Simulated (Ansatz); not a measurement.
Species: C$_{2}$H$_{6}$I$_{2}$InN, SMILES `C[N](C)[In]([I])[I]` (C–N–In–I torsion 180°) (charge 0, multiplicity 1).

### Question
Give a relaxed geometry from PBE0-D3(BJ)/def2-SVP run with Ansatz (a program for electronic structure).

### Answer
This is not unique; one that fits is the end point of this relaxation, one of several conformers (outside a Z-matrix the atoms follow the SMILES, hydrogens last).
Z-matrix (Å, degrees):
```
N
C 1 1.4380
H 2 1.1011 1 111.28
H 2 1.1088 3 107.39 1 122.57
H 2 1.1088 3 107.40 4 114.84
C 1 1.4381 2 114.86 3 179.90
H 6 1.1011 1 111.28 2 -179.93
H 6 1.1087 7 107.40 1 -122.59
H 6 1.1088 7 107.39 8 -114.84
In 1 2.0115 2 122.57 3 -0.33
I 10 2.6602 1 119.02 2 179.95
I 10 2.6606 1 119.10 2 -0.01
```
